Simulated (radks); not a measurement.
Cr4+, configuration [Ar] 3d2.

Method: scalar-relativistic Kohn-Sham, r2SCAN, spin-polarised, spherical densities, finite nucleus; open shells are filled with parallel spins first; meta-GGA in the generalised Kohn-Sham scheme; Fermi nuclear charge, rms radius 3.6452 fm; computed with a radial shooting solver on a logarithmic mesh with Libxc functionals.

Energy parts (Ry):
| part | energy |
|---|---|
| total | -2094.08996 |
| kinetic | 2115.68040 |
| electron-nucleus | -4907.51151 |
| Hartree | 792.02926 |
| exchange-correlation | -94.28810 |

Orbitals (lengths in bohr, moments of r in powers of bohr; <r^-3> diverges for s and p1/2):
| orbital | occ. | eigenvalue (Ry) | <r^2> | <r^-3> | <r^4> |
|---|---|---|---|---|---|
| 1s down | 1 | -438.3761 | 0.005436 | - | 0.00007619 |
| 1s up | 1 | -438.3746 | 0.005436 | - | 0.00007620 |
| 2s up | 1 | -54.31362 | 0.1012 | - | 0.01797 |
| 2s down | 1 | -54.21208 | 0.1008 | - | 0.01784 |
| 2p up | 3 | -46.27403 | 0.08312 | 361.6 | 0.01415 |
| 2p down | 3 | -46.19632 | 0.08278 | 362.7 | 0.01402 |
| 3s up | 1 | -10.06137 | 0.8768 | - | 1.208 |
| 3s down | 1 | -9.81584 | 0.8836 | - | 1.231 |
| 3p up | 3 | -7.81387 | 0.9769 | 46.94 | 1.583 |
| 3p down | 3 | -7.56910 | 0.9856 | 46.29 | 1.617 |
| 3d up | 2 | -4.33594 | 1.250 | 4.501 | 3.126 |
| 3d down | 0 | -4.08026 | 1.269 | 4.467 | 3.260 |
| 4s up | 0 | -2.90874 | 5.572 | - | 45.08 |
| 4s down | 0 | -2.71262 | 5.941 | - | 51.98 |
| 4p up | 0 | -2.35975 | 6.999 | 7.565 | 71.83 |

The highest occupied level is 3d up at -58.993 eV. The electron density at the nucleus is 1.15e+04 e/bohr^3 (large components only).
